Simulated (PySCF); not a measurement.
Which functional comes closest?

Molecule: SMILES CCP(CC)CC, C6H15P.

Atom-mapped SMILES (the numbers label the heavy atoms): `[CH3:1][CH2:2][P:3]([CH2:4][CH3:5])[CH2:6][CH3:7]` (H(Xn): hydrogen on atom n).

Geometry PBE0-D3(BJ)/def2-SVP throughout; GIAO in PySCF 2.14, gas phase, one conformer, non-relativistic; equivalent atoms averaged; basis pcSseg-1.

Reference values (measured; E. Pretsch, P. Bühlmann, M. Badertscher, Structure Determination of Organic Compounds, 4th ed., Springer 2009): δ(P3) = -20.0 ppm vs 85 % H3PO4. Computed shifts are taken against H3PO4, calculated as an isolated molecule at each level.

Q: How do the functionals HF, LDA, B3LYP, PBE0, mPW1PW91, wB97X-D perform against the reference? Times are CPU seconds on 1 thread of an Intel Xeon Platinum 8488C, shared host.

A: 
```tsv
functional	kind	P3	abs. error P	core-s
HF	Hartree–Fock	-38.2	18.2	15
LDA	LDA	-34.4	14.4	46
B3LYP	global hybrid	-24.2	4.2	30
PBE0	global hybrid	-40.3	20.3	31
mPW1PW91	global hybrid	-38.9	18.9	27
wB97X-D	range-separated hybrid	-38.9	18.9	38
```

For 31P the closest is B3LYP (4.2 ppm) and the furthest PBE0 (20.3 ppm). One molecule is a small sample, and vibrational and solvent effects are absent from the calculation.
